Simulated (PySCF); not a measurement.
Species: C2H9NSi.
SMILES: `CN(C)[SiH3]`

The closed-shell ground state was solved at several levels (PySCF, density fitting, gas phase, non-relativistic). Geometry: PBE0-D3(BJ)/def2-SVP; no solvent, vibrations or thermal averaging.

| level | basis functions | HOMO (eV) | LUMO (eV) | gap (eV) | dipole (D) |
| --- | --- | --- | --- | --- | --- |
| PBE0/def2-SVPD | 156 | -6.36 | 0.41 | 6.77 | 0.91 |
| B3LYP/def2-TZVP | 184 | -6.16 | 0.30 | 6.46 | 0.93 |
| B3LYP/pcSseg-2 | 277 | -6.18 | 0.06 | 6.24 | 0.88 |
| PBE0/pcSseg-1 | 120 | -6.32 | 0.76 | 7.08 | 0.97 |
| B3LYP/6-31G* | 78 | -5.89 | 0.88 | 6.77 | 0.87 |

(1) Estimate the row for B3LYP/cc-pVTZ, a basis of 250 functions; the other rows only guide the guess.

(2) Over all these levels, which gives the widest orbital gap and which the narrowest?

(3) How much does the basis alone move the frontier levels among the 4 B3LYP rows (the withheld one included)?

(4) How far do the dipole and the HOMO energy spread over the levels?

## Answers

(1) HOMO -6.13 eV, LUMO 0.41 eV, gap 6.54 eV, dipole 0.93 D.

(2) PBE0/pcSseg-1 (global hybrid, 25 % exact exchange) has the widest, 7.08 eV, and B3LYP/pcSseg-2 (global hybrid, 20 % exact exchange) the narrowest, 6.24 eV. Functional and basis both differ between the two, so the spread mixes both effects.

(3) The HOMO by 0.29 eV and the LUMO by 0.82 eV. By rising basis size (HOMO, LUMO in eV): 6-31G* -5.89, 0.88; def2-TZVP -6.16, 0.30; cc-pVTZ -6.13, 0.41; pcSseg-2 -6.18, 0.06.

(4) The dipole runs from 0.87 to 0.97 D (mean 0.91 D) and the HOMO from -6.36 to -5.89 eV.
